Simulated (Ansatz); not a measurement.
Input file:

```yaml
crystal:
  lattice:
    - [5.48, 0.0, 0.0]
    - [-4.11, 7.118729, 0.0]
    - [0.0, 0.0, 4.32646]
  atoms:
    - { symbol: Os, position: [0.0, 0.0, 0.0] }
    - { symbol: Os, position: [0.16666666, 0.22222222, 0.5] }
    - { symbol: Os, position: [-1.0e-08, 0.33333332, 0.0] }
    - { symbol: Os, position: [0.16666666, 0.55555554, 0.5] }
    - { symbol: Os, position: [-1.0e-08, 0.66666665, 0.0] }
    - { symbol: Os, position: [0.16666665, 0.88888887, 0.5] }
    - { symbol: Os, position: [0.5, 0.0, 0.0] }
    - { symbol: Os, position: [0.66666666, 0.22222222, 0.5] }
    - { symbol: Os, position: [0.49999999, 0.33333332, 0.0] }
    - { symbol: Os, position: [0.66666666, 0.55555554, 0.5] }
    - { symbol: Os, position: [0.49999999, 0.66666665, 0.0] }
    - { symbol: Os, position: [0.66666665, 0.88888887, 0.5] }
    - { symbol: H, position: [0.16018633, 0.22657893, -0.10949944] }
basis:
  ecutwfc: 420.0
kpoints:
  mp_grid: { grid: [4, 3, 4] }
hamiltonian:
  xc: pbesol
scf:
  occupations: { method: gaussian, width: 0.05 }
  lower_state_search: "off"
relax:
  f_tol: 0.03
  max_steps: 60
  adjacent_minimum: "off"
output:
  write_density: true
  write_potential: true
  elf: true
  volumetric_format: npy
```

Launched with:

```bash
$ ansatz run input.yaml --threads 4 --pin off --max-ram 10240MiB --backend cpu --events-out ev --progress --plain --runs-dir out
```

Hardware: 4 threads of Intel(R) Xeon(R) Platinum 8488C (Sapphire Rapids), on a shared host.

Roughly how long does this run take, and how much memory?

52 s, with a peak of 1.1 GiB, for 7 ionic steps.
